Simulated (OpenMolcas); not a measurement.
Ag2+ with its 6 nearest fluoride ions at 2.225 Å, on the Y site of Cs2NaYF6 (a = 9.075 Å, distance in the model lattice 2.178 Å). The rest of the host is ab initio model potentials to 7.6 Å, with orthogonalisation functions on the cations behind the ligands, and point charges beyond; the distance is set by hand and nothing relaxes, and no local charge compensation is placed. Ligand basis ANO-RCC-VDZP.
```
Ag    0.0000    0.0000    0.0000
F     2.2250    0.0000    0.0000
F     0.0000    2.2250    0.0000
F    -2.2250    0.0000    0.0000
F     0.0000   -2.2250    0.0000
F     0.0000    0.0000    2.2250
F     0.0000    0.0000   -2.2250
```

- Program: OpenMolcas
- Method: SS-CASPT2, IPEA 0.25 Eh, imaginary shift 0.1 Eh (closed shells correlated: 4s 4p and the ligand valence shells)
- Basis: ANO-RCC-VTZP [7s6p4d2f1g]
- Scalar Hamiltonian: DKH2, point nucleus
- Active space: 9 electrons in 5 orbitals (4d)
- State averaging: 2S+1 = 2 even, 5 roots
- Spin-orbit coupling: RASSI with atomic mean-field integrals over the reference wave functions

Problem. What is the spin-free ground state (labels of O, the rotations of Oh)?

Solution. 2E, 2-fold in its orbital part, 100 % from free-ion D terms; it has the highest spin that d9 allows.

Problem. Where is the first state of the same spin?

Solution. 2T2 at 11800 cm-1 above the ground state.

Problem. What are the lowest two levels with spin-orbit coupling?

Solution. A 4-fold level Γ8, then a 2-fold level Γ7 10420 cm-1 above it. Their leading multiplicities are 2 (100 %) and 2 (100 %).

Problem. What is χT at 300 K, and how does it compare with the textbook value?

Solution. The lowest level has 2S+1 = 2, for which the spin-only value is χT = S(S+1) / 2 = 0.375 cm3 K/mol (g = 2). The computed 0.587 at 300 K differs by +0.212, through orbital momentum, spin-orbit coupling and any other state in reach.

Problem. Which ligand-field parameters describe the states?

Solution. The gap between the two states is 10Dq = 11796 cm-1. 

Roots that are degenerate in the reference are averaged as groups; the widest CASPT2 spread within a group is 120 cm-1 (the 3-fold group of multiplicity 2 near 11800 cm-1 above the lowest state of its run). Shifts and gaps below about the spread of the groups concerned are not significant. Over all roots computed the reference weight is 0.72; a low but even weight reflects the number of correlated electrons. An orbital doublet at a regular site is open to a Jahn-Teller distortion, which this geometry leaves out. Ligand-to-metal charge-transfer states are missing. With one d shell and no ligand orbital active, 10Dq can be off by a tenth or more. Free-ion shares, where given, are those of the reference states; single-state CASPT2 does not remix them. No measured value stands beside these numbers; the geometry was set by hand and not optimised.
